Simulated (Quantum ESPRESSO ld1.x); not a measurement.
Input file for ld1.x (Quantum ESPRESSO 7.5):

```
 &input
    zed=34.0,
    iswitch=1,
    rel=2,
    dft='REVPBE',
    config='[Ar] 3d8.5 4s1.5 4p5',
    rel_dist='average',
    verbosity='high',
    lsmall=.true.,
    prefix='ld1',
    max_out_wfc=37,
    file_charge='ld1.rho',
 /
```

Command: `OMP_NUM_THREADS=1 ld1.x < ld1.in > ld1.out`

It prints (banner and zero overlaps left out):

```
     Program LD1 v.7.5 starts

     --------------------------- All-electron run ----------------------------

     dirac relativistic calculation

     atomic number is 34.00
     dft =REVPBE   lsd =0 sic =0 latt =0  beta=0.20 tr2=1.0E-14
     Exchange-correlation= REVPBE
                           (   1   4   4   4   0   0   0)
     mesh =2017 r(mesh) =  99.64755 a.u. xmin = -8.00 dx = 0.00800
     1 Ry =  13.60569312 eV, c = 137.03599908

     n l j   nl                  e(Ry)          e(Ha)          e(eV)
     Spin orbit split results
     1 0 0.5 1S 1( 2.00)    -921.326816234    -460.663408117 -12535.2899277
     2 0 0.5 2S 1( 2.00)    -120.713238414     -60.356619207  -1642.3872777
     2 1 0.5 2P 1( 2.00)    -108.529234813     -54.264617406  -1476.6154637
     2 1 1.5 2P 1( 4.00)    -105.462148134     -52.731074067  -1434.8856236
     3 0 0.5 3S 1( 2.00)     -17.916474340      -8.958237170   -243.7660517
     3 1 0.5 3P 1( 2.00)     -13.740021227      -6.870010614   -186.9425123
     3 1 1.5 3P 1( 4.00)     -13.292260438      -6.646130219   -180.8504164
     3 2 1.5 3D 1( 3.40)      -6.107010936      -3.053505468    -83.0901167
     3 2 2.5 3D 1( 5.10)      -6.035502828      -3.017751414    -82.1171993
     4 0 0.5 4S 1( 1.50)      -2.298640359      -1.149320179    -31.2745953
     4 1 0.5 4P 1( 1.67)      -1.383447086      -0.691723543    -18.8227565
     4 1 1.5 4P 1( 3.33)      -1.341842962      -0.670921481    -18.2567036
     Averaged results
     1 0     1S 1( 2.00)    -921.326816234    -460.663408117 -12535.2899277
     2 0     2S 1( 2.00)    -120.713238414     -60.356619207  -1642.3872777
     2 1     2P 1( 6.00)    -106.484510360     -53.242255180  -1448.7955703
     3 0     3S 1( 2.00)     -17.916474340      -8.958237170   -243.7660517
     3 1     3P 1( 6.00)     -13.441514035      -6.720757017   -182.8811151
     3 2     3D 1( 8.50)      -6.064106071      -3.032053036    -82.5063663
     4 0     4S 1( 1.50)      -2.298640359      -1.149320179    -31.2745953
     4 1     4P 1( 5.00)      -1.355711003      -0.677855502    -18.4453879

     final scf error:  6.6E-15 reached in  37 iterations

     Etot =   -4853.144991 Ry,   -2426.572496 Ha,  -66030.401429 eV

     Ekin =    4970.032536 Ry,    2485.016268 Ha,   67620.737493 eV
     Encl =  -11653.345530 Ry,   -5826.672765 Ha, -158551.843135 eV
     Eh   =    2003.744392 Ry,    1001.872196 Ha,   27262.331292 eV
     Exc  =    -173.576389 Ry,     -86.788194 Ha,   -2361.627079 eV

     normalization and overlap integrals

     s(1S/1S) =  1.000000  <r> =   0.0441  <r2> =    0.0026  r(max) =   0.0287
     LC norm =  0.98482388 + SC norm =  0.01517612 =  1.00000000
     s(2S/2S) =  1.000000  <r> =   0.1956  <r2> =    0.0452  r(max) =   0.1643
     LC norm =  0.99701961 + SC norm =  0.00298039 =  1.00000000
     s(2P/2P) =  1.000000  <r> =   0.1685  <r2> =    0.0349  r(max) =   0.1302
     LC norm =  0.99702946 + SC norm =  0.00297054 =  1.00000000
     s(2P/2P) =  1.000000  <r> =   0.1723  <r2> =    0.0363  r(max) =   0.1323
     LC norm =  0.99709561 + SC norm =  0.00290439 =  1.00000000
     s(3S/3S) =  1.000000  <r> =   0.5666  <r2> =    0.3691  r(max) =   0.4994
     LC norm =  0.99927411 + SC norm =  0.00072589 =  1.00000000
     s(3P/3P) =  1.000000  <r> =   0.5721  <r2> =    0.3830  r(max) =   0.4915
     LC norm =  0.99932303 + SC norm =  0.00067697 =  1.00000000
     s(3P/3P) =  1.000000  <r> =   0.5819  <r2> =    0.3961  r(max) =   0.4994
     LC norm =  0.99934026 + SC norm =  0.00065974 =  1.00000000
     s(3D/3D) =  1.000000  <r> =   0.5958  <r2> =    0.4371  r(max) =   0.4429
     LC norm =  0.99945161 + SC norm =  0.00054839 =  1.00000000
     s(3D/3D) =  1.000000  <r> =   0.5995  <r2> =    0.4424  r(max) =   0.4465
     LC norm =  0.99945646 + SC norm =  0.00054354 =  1.00000000
     s(4S/4S) =  1.000000  <r> =   1.6342  <r2> =    3.0411  r(max) =   1.4242
     LC norm =  0.99987954 + SC norm =  0.00012046 =  1.00000000
     s(4P/4P) =  1.000000  <r> =   1.9087  <r2> =    4.2072  r(max) =   1.6058
     LC norm =  0.99991064 + SC norm =  0.00008936 =  1.00000000
     s(4P/4P) =  1.000000  <r> =   1.9417  <r2> =    4.3542  r(max) =   1.6317
     LC norm =  0.99991332 + SC norm =  0.00008668 =  1.00000000

     LC charge = 32.93542850 + SC charge =  0.06457150 = 33.00000000

     ------------------------ End of All-electron run ------------------------
```

Run on one thread of a shared host, so times are rough (Intel(R) Xeon(R) Processor @ 2.60GHz): 0.76 s of CPU time, 0.8 s wall, 37 iterations on 2017 mesh points.
